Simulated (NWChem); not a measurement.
System: BeNH3S; SMILES [NH2][Be][SH]

```xyz
6

Be     0.0178    -0.6012     0.0000
N      0.0184    -2.1008     0.0000
H      0.0235    -2.6839    -0.8279
H      0.0235    -2.6839     0.8279
S      0.0646     1.3139     0.0000
H     -1.2808     1.4558     0.0000
```
Atoms are numbered in this order, from 1.

Coordinates come from a B3LYP/6-31G* (spherical d) optimisation.

Symmetry labels are those of Cs in the frame above (b1 and b2, or b-type labels, depend on it).

List the 6 lowest vertical singlet excitations and the 6 lowest triplet ones from LDA (Slater exchange, VWN5)/def2-SVP, TDA (NWChem).


| state | energy (eV) | oscillator strength | symmetry | leading excitation (squared amplitude) |
|---|---|---|---|---|
| S1 | 5.57 | 0.058 | a" | HOMO → LUMO (0.99) |
| S2 | 5.59 | 0.042 | a' | HOMO−1 → LUMO (0.98) |
| S3 | 5.78 | 0.000 | a" | HOMO−1 → LUMO+1 (1.00) |
| S4 | 6.03 | 0.004 | a" | HOMO → LUMO+2 (0.98) |
| S5 | 6.48 | 0.021 | a' | HOMO → LUMO+1 (0.68) |
| S6 | 6.72 | 0.112 | a' | HOMO−1 → LUMO+2 (0.43) |
| T1 | 5.27 | spin-forbidden | a" | HOMO → LUMO (0.99) |
| T2 | 5.29 | spin-forbidden | a' | HOMO−1 → LUMO (0.93) |
| T3 | 5.40 | spin-forbidden | a' | HOMO → LUMO+1 (0.87) |
| T4 | 5.57 | spin-forbidden | a' | HOMO−1 → LUMO+2 (0.89) |
| T5 | 5.67 | spin-forbidden | a" | HOMO−1 → LUMO+1 (0.96) |
| T6 | 5.83 | spin-forbidden | a" | HOMO → LUMO+2 (0.95) |
